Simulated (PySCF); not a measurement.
PbBr₂, SMILES [Br][Pb][Br] (connectivity only; charge and spin as stated), neutral, multiplicity 1.

Geometry optimised at B3LYP-D3(BJ)/def2-SVP. The isomer is the one that the SMILES or the coordinates give; other isomers of the formula were not compared. The def2 effective core potentials stand for the cores of Pb; spin–orbit coupling is left out.

Two levels are set side by side: TDA-PBE/def2-SVPD (PySCF) and TDA-B3LYP/def2-SVPD (PySCF). Vertical, same geometry. The lowest singlet is HOMO→LUMO 100 % with PBE and HOMO−1→LUMO 100 % with the other functional; states are paired by order. Differences are taken from unrounded values.

| quantity | TDA-B3LYP | TDA-PBE | TDA-PBE minus TDA-B3LYP |
|---|---|---|---|
| lowest singlet excitation (eV) | 3.12 | 2.81 | -0.31 |
| lowest triplet excitation (TDA) (eV) | 2.84 | 2.69 | -0.14 |

Functionals without exact exchange tend to place singlet excitations lower, as here. Differences between two approximate levels are no errors against the true value.

Rough cost on one machine, each run with all the roots and properties that it gave: TDA-B3LYP against TDA-PBE within a factor of 2.
